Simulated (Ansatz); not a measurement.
Calculated with Ansatz (gas phase, PBE0-D4/def2-TZVP geometries, no zero-point term in ΔE). CCSD(T)/CBS adds triple-zeta CCSD(T) − MP2 to the extrapolated MP2 energy (def2 sets, frozen cores). Functionals use def2-TZVPP. B3LYP here is the variant with VWN-RPA as its local correlation; programs differ in this. Each species was taken in one conformer, which may not be the lowest.

`CCOB(O)O` + `C[Si](F)(F)Cl` → `OB(O)Cl` + `CCO[Si](C)(F)F`  (redistribution)

(1) Is it downhill or uphill in electronic energy at CCSD(T)/CBS, and by how much? (Estimate.)

(2) What do these levels give: B3LYP-D4, ωB97M-V, PBE, r2SCAN, B3LYP, MP2/def2-TZVPP, CCSD/def2-TZVPP, CCSD(T)/def2-TZVPP, MP2/def2-QZVPP, HF/CBS(def2), MP2/CBS(def2), CCSD/CBS(def2)? (Best estimate.)

Largest T1 diagnostic among the species: 0.011.

Results:

(1) Computed: Uphill: ΔE = +25.3 kJ/mol.

(2) Ansatz gave: B3LYP-D4 22.7, ωB97M-V 25.3, PBE 26.6, r2SCAN 25.8, B3LYP 25.8, MP2/def2-TZVPP 23.4, CCSD/def2-TZVPP 24.3, CCSD(T)/def2-TZVPP 23.6, MP2/def2-QZVPP 24.3, HF/CBS(def2) 27.1, MP2/CBS(def2) 25.1, CCSD/CBS(def2) 25.9 kJ/mol.

The D4 term adds −3.1 kJ/mol with B3LYP and −1.8 kJ/mol with PBE0; it sums over pairs of atoms, weighted by their polarisabilities, and B3LYP, whose exchange is more repulsive, gets the larger term. In def2-TZVPP, CCSD(T) changes the Hartree–Fock value by −3.6 kJ/mol (the triples alone add −0.7 kJ/mol) and MP2 by −3.9 kJ/mol.
